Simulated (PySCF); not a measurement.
# Distorted geometries of [Nd(NH3)3]3+

[Nd(NH3)3]3+ (singlet in the valence; each metal's 4f electrons, 3 of them, lie in its core potential, out of spins and levels). PySCF 2.14.0, RKS r2SCAN, Nd lcecp-1-SVP with ECP49, N def2-SVP, H def2-SVP; non-relativistic Hamiltonian with scalar-relativistic core potentials where named; density fitting; no spin-orbit coupling. Relaxed geometry:

```xyz
13

Nd    0.0000    0.0000    0.7421
N     2.3705   -0.0015    0.0006
H     3.0564   -0.2532    0.7389
H     2.6160   -0.6548   -0.7673
H     2.7358    0.9057   -0.3462
N    -1.1840    2.0537    0.0006
H    -1.3089    2.7736    0.7389
H    -0.7409    2.5929   -0.7673
H    -2.1522    1.9164   -0.3462
N    -1.1865   -2.0522    0.0006
H    -1.7475   -2.5203    0.7389
H    -1.8751   -1.9381   -0.7673
H    -0.5836   -2.8221   -0.3462
```

Question: Order these distorted geometries by energy above the relaxed one, lowest first.
A.
```xyz
13

Nd    0.0690    0.0121    0.5338
N     2.5304    0.0584    0.0285
H     3.0726   -0.3282    0.6723
H     2.6221   -0.7383   -0.8332
H     2.7095    0.8519   -0.3782
N    -1.2662    2.1456   -0.0152
H    -1.3299    2.8601    0.6552
H    -0.6878    2.5370   -0.5085
H    -2.0908    2.0233   -0.3587
N    -1.2966   -2.0089    0.0103
H    -1.8575   -2.5544    0.8675
H    -2.0272   -1.9280   -0.6522
H    -0.4476   -2.9308   -0.4018
```
B.
```xyz
13

Nd   -0.2420    0.0030    1.1235
N     2.6007    0.0441   -0.1829
H     3.0361   -0.0491    0.7171
H     2.6505   -0.7044   -0.4732
H     2.8598    0.7693   -0.4763
N    -1.2832    2.2779   -0.1993
H    -1.3494    2.6985    0.5517
H    -0.8469    2.4649   -0.4654
H    -2.1064    1.7853   -0.5468
N    -1.2407   -2.1212    0.0867
H    -1.8912   -2.4168    0.5091
H    -1.5784   -1.8884   -0.7580
H    -0.6087   -2.8630   -0.2663
```
C.
```xyz
13

Nd    0.2868    0.1081    0.6562
N     2.2154   -0.0871    0.3590
H     3.0404   -0.2497    0.6841
H     2.8368   -0.6548   -0.7083
H     2.7164    1.0462   -0.2396
N    -1.1370    2.0287   -0.3231
H    -1.3310    2.7202    0.8941
H    -0.7956    2.4715   -0.7824
H    -2.2598    1.6639   -0.4993
N    -1.3353   -1.8040    0.0646
H    -1.7878   -2.4536    0.8558
H    -1.9337   -2.0154   -0.7609
H    -0.5156   -2.7740   -0.5804
```

Answer: A (4.36 eV), C (13.04 eV), B (25.34 eV).

Question: Which forces (eV/Å) act in the one that lies 25.34 eV up?

Answer: 
```
Nd    0.81   0.22  -1.18
N    -8.98   3.25  16.16
H     0.88   0.13   0.98
H     1.78 -17.83  -9.00
H     5.41  14.31  -7.44
N   -99.57 -51.85  56.77
H    -2.29   6.14   9.70
H   101.64  43.71 -65.31
H     0.26   1.47  -0.76
N    15.00   5.85  -4.79
H   -12.61  -6.62   8.58
H    -2.33   1.69  -4.71
H     0.01  -0.48   0.98
```
Forces carry noise of the integration grid, about 0.01 to 0.03 eV/Å.

No frequency check is given that shows the relaxed geometry to be a minimum. An lcecp potential fixes the number of 4f electrons, so in runs with it no electron can move into or out of that shell.
